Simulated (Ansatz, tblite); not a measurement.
Forces on As₅⁺ at its PBE-D4/def2-SVP geometry. The state is a singlet with charge 1.

The xTB rows come from tblite. The structure comes from a short search, and lower isomers may exist.

GFN1-xTB (tblite), largest force 1.25 eV/Å:

```xyz
5
positions Å, forces eV/Å
As    1.772   -0.117   -0.042   -1.115    0.023   -0.030
As    0.050   -1.030    1.449   -0.051    0.590   -0.953
As   -0.423   -0.988   -1.095    0.345    0.807    0.896
As   -1.560    0.611    0.590    0.941   -0.427   -0.420
As    0.162    1.524   -0.902   -0.120   -0.993    0.507
```

GFN2-xTB (tblite), largest force 1.01 eV/Å:

```
As -0.451 -0.079 -0.110
As -0.056 0.135 -0.455
As 0.278 0.651 0.723
As 0.310 -0.246 -0.255
As -0.082 -0.460 0.096
```

PBE0-D4/def2-TZVP (Ansatz), largest force 0.77 eV/Å:

```
As -0.755 0.049 0.015
As -0.021 0.443 -0.627
As 0.182 0.427 0.478
As 0.663 -0.262 -0.256
As -0.069 -0.657 0.390
```
